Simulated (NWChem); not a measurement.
Everything below was run with NWChem. System: CHNO, charge 1, spin multiplicity 2, at the geometry of a parent with another charge or spin, in a state set for the comparison that need not be this species' ground state. Its SCF solution wasn't tested for a lower state. Level: UPBE0/aug-cc-pVTZ.

Input file:

```
start mol
memory heap 200 mb stack 900 mb global 1100 mb
charge 1
geometry units angstroms nocenter noautoz
  N      1.163417    -0.075449     0.000000
  C     -0.046424     0.021070     0.000000
  O     -1.213805    -0.033622     0.000000
  H      1.845062     0.670701     0.000000
  symmetry group Cs
end
basis spherical
  * library aug-cc-pvtz
end
dft
  xc pbe0
  odft
  mult 2
  semidirect memsize 60000000 filesize 0
  iterations 100
end
task dft energy
```

NWChem printed:

```
             Northwest Computational Chemistry Package (NWChem) 7.3.0
             --------------------------------------------------------

                                NWChem Input Module
                                -------------------

 Scaling coordinates for geometry "geometry" by  1.889725989
 (inverse scale =  0.529177249)

 Turning off AUTOSYM since
 SYMMETRY directive was detected!

                             Geometry "geometry" -> ""
                             -------------------------

 Output coordinates in angstroms (scale by  1.889725989 to convert to a.u.)

  No.       Tag          Charge          X              Y              Z
 ---- ---------------- ---------- -------------- -------------- --------------
    1 N                    7.0000     1.16341700    -0.07544900     0.00000000
    2 C                    6.0000    -0.04642400     0.02107000     0.00000000
    3 O                    8.0000    -1.21380500    -0.03362200     0.00000000
    4 H                    1.0000     1.84506200     0.67070100     0.00000000

 Effective nuclear repulsion energy (a.u.)      59.1124610625

            Nuclear Dipole moment (a.u.)
            ----------------------------
        X                 Y               Z
 ---------------- ---------------- ----------------
    -0.0000056692     0.0000037795     0.0000000000

      Symmetry information
      --------------------

 Group name             Cs
 Group number              2
 Group order               2
 No. of unique centers     4

      Symmetry unique atoms

     1    2    3    4


 Summary of "ao basis" -> "" (spherical)
 ------------------------------------------------------------------------------
       Tag                 Description            Shells   Functions and Types
 ---------------- ------------------------------  ------  ---------------------
 *                        aug-cc-pvtz                 on all atoms

                                 NWChem DFT Module
                                 -----------------

 Summary of "ao basis" -> "ao basis" (spherical)
 ------------------------------------------------------------------------------
       Tag                 Description            Shells   Functions and Types
 ---------------- ------------------------------  ------  ---------------------
 N                        aug-cc-pvtz               14       46   5s4p3d2f
 C                        aug-cc-pvtz               14       46   5s4p3d2f
 O                        aug-cc-pvtz               14       46   5s4p3d2f
 H                        aug-cc-pvtz                9       23   4s3p2d

 Summary of "ao basis" -> "ao basis" (spherical)
 ------------------------------------------------------------------------------
       Tag                 Description            Shells   Functions and Types
 ---------------- ------------------------------  ------  ---------------------
 N                        aug-cc-pvtz               14       46   5s4p3d2f
 C                        aug-cc-pvtz               14       46   5s4p3d2f
 O                        aug-cc-pvtz               14       46   5s4p3d2f
 H                        aug-cc-pvtz                9       23   4s3p2d

      Symmetry analysis of basis
      --------------------------

        a'        106
        a"         55

            General Information
            -------------------
          SCF calculation type: DFT
          Wavefunction type:  spin polarized.
          No. of atoms     :     4
          No. of electrons :    21
           Alpha electrons :    11
            Beta electrons :    10
          Charge           :     1
          Spin multiplicity:     2
          Use of symmetry is: on ; symmetry adaption is: on
          Maximum number of iterations: 100
          AO basis - number of functions:   161
                     number of shells:    51
          Convergence on energy requested:  1.00D-06
          Convergence on density requested:  1.00D-05
          Convergence on gradient requested:  5.00D-04

              XC Information
              --------------
                         PBE0 Method XC Functional
                     Hartree-Fock (Exact) Exchange  0.250
          PerdewBurkeErnzerhof Exchange Functional  0.750
            Perdew 1991 LDA Correlation Functional  1.000 local
           PerdewBurkeErnz. Correlation Functional  1.000 non-local

             Grid Information
             ----------------
          Grid used for XC integration:  medium
          Radial quadrature: Mura-Knowles
          Angular quadrature: Lebedev.
          Tag              B.-S. Rad. Rad. Pts. Rad. Cut. Ang. Pts.
          ---              ---------- --------- --------- ---------
          N                   0.65       49          11.0       434
          C                   0.70       49          13.0       434
          O                   0.60       49          13.0       434
          H                   0.35       45          12.0       434
          Grid pruning is: on
          Number of quadrature shells:   192
          Spatial weights used:  Erf1

          Convergence Information
          -----------------------
          Convergence aids based upon iterative change in
          total energy or number of iterations.
          Levelshifting, if invoked, occurs when the
          HOMO/LUMO gap drops below (HL_TOL):  1.00D-02
          DIIS, if invoked, will attempt to extrapolate
          using up to (NFOCK): 10 stored Fock matrices.

                    Damping( 0%)  Levelshifting(0.5)       DIIS
                  --------------- ------------------- ---------------
[...]
    57      0.463807  2 C  pz                60      0.415054  2 C  pz
    54      0.333925  2 C  pz                14     -0.281313  1 N  pz
    11     -0.257105  1 N  pz               103     -0.253415  3 O  pz
   106     -0.236415  3 O  pz               100     -0.203326  3 O  pz
     8     -0.193719  1 N  pz                17     -0.118108  1 N  pz

 Vector   14  Occ=0.000000D+00  E=-2.238178D-01  Symmetry=a'
              MO Center=  6.2D-01,  4.2D-01,  1.2D-15, r^2= 4.8D+00
   Bfn.  Coefficient  Atom+Function         Bfn.  Coefficient  Atom+Function
  ----- ------------  ---------------      ----- ------------  ---------------
    51      0.561280  2 C  s                 50      0.443074  2 C  s
     4     -0.318934  1 N  s                  2     -0.255742  1 N  s
   141      0.254223  4 H  s                 96     -0.239735  3 O  s
   142      0.172190  4 H  s                 94     -0.147693  3 O  s
   101     -0.124571  3 O  px               104     -0.115675  3 O  px

                     DFT Final Beta Molecular Orbital Analysis
                     -----------------------------------------

 Vector    8  Occ=1.000000D+00  E=-8.090067D-01  Symmetry=a"
              MO Center= -3.3D-01, -1.6D-02,  7.7D-15, r^2= 1.3D+00
   Bfn.  Coefficient  Atom+Function         Bfn.  Coefficient  Atom+Function
  ----- ------------  ---------------      ----- ------------  ---------------
    57      0.297041  2 C  pz               103      0.289757  3 O  pz
   100      0.243982  3 O  pz                54      0.227184  2 C  pz
    11      0.170190  1 N  pz               106      0.158991  3 O  pz
     8      0.144758  1 N  pz                14      0.076115  1 N  pz
    60      0.073592  2 C  pz

 Vector    9  Occ=1.000000D+00  E=-7.751198D-01  Symmetry=a'
              MO Center= -2.9D-01,  2.3D-02,  6.0D-16, r^2= 1.3D+00
   Bfn.  Coefficient  Atom+Function         Bfn.  Coefficient  Atom+Function
  ----- ------------  ---------------      ----- ------------  ---------------
    56      0.320690  2 C  py               102      0.263546  3 O  py
    53      0.243189  2 C  py                99      0.219328  3 O  py
   105      0.153801  3 O  py                10      0.109898  1 N  py
     4     -0.102972  1 N  s                 59      0.102237  2 C  py
     7      0.095584  1 N  py                 2     -0.085444  1 N  s

 Vector   10  Occ=1.000000D+00  E=-6.508237D-01  Symmetry=a"
              MO Center=  2.2D-01, -3.7D-02, -1.1D-16, r^2= 1.9D+00
   Bfn.  Coefficient  Atom+Function         Bfn.  Coefficient  Atom+Function
  ----- ------------  ---------------      ----- ------------  ---------------
    11      0.347405  1 N  pz               103     -0.303101  3 O  pz
     8      0.274215  1 N  pz               100     -0.246598  3 O  pz
    14      0.233562  1 N  pz               106     -0.199924  3 O  pz
    57      0.070072  2 C  pz                72     -0.055598  2 C  d  1
    54      0.050134  2 C  pz                67     -0.034325  2 C  d  1

 Vector   11  Occ=0.000000D+00  E=-5.487201D-01  Symmetry=a'
              MO Center=  3.6D-01, -1.5D-01, -1.5D-15, r^2= 2.0D+00
   Bfn.  Coefficient  Atom+Function         Bfn.  Coefficient  Atom+Function
  ----- ------------  ---------------      ----- ------------  ---------------
    10     -0.292069  1 N  py               102      0.279501  3 O  py
     4      0.269452  1 N  s                  7     -0.234861  1 N  py
    99      0.226134  3 O  py                13     -0.190278  1 N  py
   105      0.191085  3 O  py                 2      0.154617  1 N  s
     5      0.137721  1 N  s                140     -0.118817  4 H  s

 Vector   12  Occ=0.000000D+00  E=-2.849833D-01  Symmetry=a'
              MO Center=  2.3D-01,  6.7D-02, -9.7D-16, r^2= 2.2D+00
   Bfn.  Coefficient  Atom+Function         Bfn.  Coefficient  Atom+Function
  ----- ------------  ---------------      ----- ------------  ---------------
    56      0.410391  2 C  py                59      0.317065  2 C  py
    53      0.294683  2 C  py               102     -0.267878  3 O  py
   105     -0.239536  3 O  py               141     -0.226702  4 H  s
    99     -0.214987  3 O  py               140     -0.194066  4 H  s
    13     -0.185941  1 N  py                10     -0.154838  1 N  py

 Vector   13  Occ=0.000000D+00  E=-2.580826D-01  Symmetry=a"
              MO Center=  1.2D-01,  7.9D-03, -6.0D-15, r^2= 1.7D+00
   Bfn.  Coefficient  Atom+Function         Bfn.  Coefficient  Atom+Function
  ----- ------------  ---------------      ----- ------------  ---------------
    57      0.461140  2 C  pz                60      0.412782  2 C  pz
    54      0.329376  2 C  pz                14     -0.300933  1 N  pz
    11     -0.263306  1 N  pz               103     -0.251755  3 O  pz
   106     -0.238535  3 O  pz               100     -0.202976  3 O  pz
     8     -0.201092  1 N  pz                17     -0.127825  1 N  pz

   alpha - beta orbital overlaps
   -----------------------------

   alpha      1      2      3      4      5      6      7      8      9     10
    beta      1      2      3      4      5      6      7      9      8     11
 overlap   1.000  1.000  1.000  0.999  0.998  0.999  0.960  0.929  0.999  0.977

   alpha     11     12     13     14     15     16     17     18     19     20
    beta     10     12     13     14     15     17     16     18     19     20
 overlap   0.999  0.979  0.999  0.999  0.988  0.978  1.000  0.988  0.996  0.988

   alpha     21     22     23     24     25     26     27     28     29     30
    beta     21     22     23     24     25     27     26     28     29     30
 overlap   1.000  0.978  1.000  0.983  0.990  0.988  1.000  0.991  0.989  0.999

   alpha     31     32     33     34     35     36     37     38     39     40
    beta     32     31     34     33     35     36     37     38     39     40
 overlap   0.993  0.999  0.996  0.999  0.989  0.992  0.947  0.945  0.979  0.992

   alpha     41     42     43     44     45     46     47     48     49     50
    beta     41     42     43     44     45     46     47     48     49     50
 overlap   0.989  1.000  0.997  0.997  1.000  0.997  0.977  1.000  0.978  0.994

   alpha     51     52     53     54     55     56     57     58     59     60
    beta     51     52     53     54     55     56     57     58     59     60
 overlap   0.995  0.999  0.995  0.999  0.993  0.994  0.993  1.000  0.983  0.995

   alpha     61     62     63     64     65     66     67     68     69     70
    beta     62     61     63     64     65     66     67     68     69     70
 overlap   0.987  0.996  0.950  0.996  0.949  0.971  0.973  0.983  0.984  0.997

   alpha     71     72     73     74     75     76     77     78     79     80
    beta     71     72     73     74     75     76     77     78     79     80
 overlap   0.994  0.994  0.999  0.994  0.995  0.997  0.955  0.997  0.953  0.996

   alpha     81     82     83     84     85     86     87     88     89     90
    beta     81     82     83     84     85     86     87     88     89     90
 overlap   0.999  0.997  0.999  0.995  0.994  0.997  0.998  0.994  0.989  0.989

   alpha     91     92     93     94     95     96     97     98     99    100
    beta     91     92     93     94     95     96     97     98     99    100
 overlap   0.995  0.998  0.999  0.999  0.999  0.999  1.000  0.997  1.000  0.997

   alpha    101    102    103    104    105    106    107    108    109    110
    beta    101    102    103    104    105    106    107    108    109    110
 overlap   1.000  0.998  0.997  1.000  0.996  0.996  1.000  0.996  1.000  0.989

   alpha    111    112    113    114    115    116    117    118    119    120
    beta    111    112    113    114    115    116    118    117    119    120
 overlap   0.988  1.000  0.999  1.000  0.998  0.994  0.995  1.000  0.999  0.993

   alpha    121    122    123    124    125    126    127    128    129    130
    beta    121    122    123    124    125    126    127    128    129    130
 overlap   0.999  0.995  1.000  0.997  0.995  0.999  0.998  1.000  0.999  0.972

   alpha    131    132    133    134    135    136    137    138    139    140
    beta    131    133    132    134    135    136    137    138    139    140
 overlap   0.989  0.969  0.987  0.976  0.979  0.997  0.999  1.000  0.999  1.000

   alpha    141    142    143    144    145    146    147    148    149    150
    beta    141    142    143    144    145    146    147    148    149    150
 overlap   1.000  0.998  0.999  0.999  0.999  0.999  0.999  1.000  0.999  1.000

   alpha    151    152    153    154    155    156    157    158    159    160
    beta    151    152    154    153    155    156    157    158    159    160
 overlap   0.999  0.998  0.993  1.000  0.994  1.000  0.998  0.998  1.000  1.000

   alpha    161
    beta    161
 overlap   1.000

     --------------------------
     Expectation value of S2:
     --------------------------
      <S2> =      0.7856 (Exact =     0.7500)

 center of mass
 --------------
 x =  -0.08001164 y =  -0.02924326 z =   0.00000000

 moments of inertia (a.u.)
 ------------------
           1.950454491093          -2.252781092180           0.000000000000
          -2.252781092180         163.908361734683           0.000000000000
           0.000000000000           0.000000000000         165.858816225776

     Multipole analysis of the density
     ---------------------------------

     L   x y z        total         alpha         beta         nuclear
     -   - - -        -----         -----         ----         -------
     0   0 0 0      1.000000    -11.000000    -10.000000     22.000000

     1   1 0 0      1.233889      0.195039      1.038855     -0.000006
     1   0 1 0      0.392837      0.429135     -0.036303      0.000004
     1   0 0 1     -0.000000     -0.000000     -0.000000      0.000000

     2   2 0 0     -4.919180    -49.873776    -43.174055     88.128651
     2   1 1 0      1.655336     -0.375916     -1.338582      3.369834
     2   1 0 1     -0.000000     -0.000000     -0.000000      0.000000
     2   0 2 0     -9.042694     -6.000110     -4.833097      1.790513
     2   0 1 1     -0.000000     -0.000000     -0.000000      0.000000
     2   0 0 2    -10.785435     -5.535406     -5.250030      0.000000

 Task  times  cpu:       47.4s     wall:       47.4s

 Total times  cpu:       47.4s     wall:       47.4s
```
